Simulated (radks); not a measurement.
Question: Coulomb parameter of the 3d shell of the titanium ion Ti+ in the model configuration [Ar] 3d1.5 4s1.5, as a second difference U = [E(n + 0.25) + E(n - 0.25) - 2 E(n)] / (0.25)^2 with all orbitals relaxed. "Bare": the charge of the atom changes with n. "Screened": the 4s shell takes up the change at fixed total charge, which measures U(3d,3d) + U(4s,4s) - 2 U(3d,4s). All-electron calculation, scalar-relativistic Kohn-Sham, r2SCAN, spin-unpolarised, spherical densities, finite nucleus; meta-GGA in the generalised Kohn-Sham scheme; Fermi nuclear charge, rms radius 3.5921 fm. Program: a radial shooting solver on a logarithmic mesh with Libxc functionals. Estimate both.

Answer: U(bare) = 12.523 eV, U(screened by 4s) = 2.774 eV, against the Slater integral F0(3d,3d) = 17.634 eV with frozen orbitals.
